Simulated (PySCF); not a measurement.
F4H2SSi2, SMILES F[SiH2]S[Si](F)(F)F.

Geometry: B3LYP-D3(BJ)/def2-SVP. This is a generated structure with no PubChem entry under its InChIKey; it may be hypothetical. One conformer was computed; it need not be the lowest.

Vertical ionisation energy (IE) and electron affinity (EA) in eV. Rows of orbital energies are one-electron estimates. Where ΔSCF, EOM or ADC give a negative EA the extra electron is unbound and the value depends on the basis.

```tsv
level	IE	EA
−ε(HOMO), −ε(LUMO), M06-2X/def2-TZVP (PySCF)	9.97	-0.20
−ε(HOMO), −ε(LUMO), PBE/def2-TZVP (PySCF)	[?]	[?]
```

Some entries are withheld; supply them. (Estimate from the structure and the level; the computed values follow.)


- −ε(HOMO), −ε(LUMO), PBE/def2-TZVP (PySCF), IE: 7.48
- −ε(HOMO), −ε(LUMO), PBE/def2-TZVP (PySCF), EA: 1.48
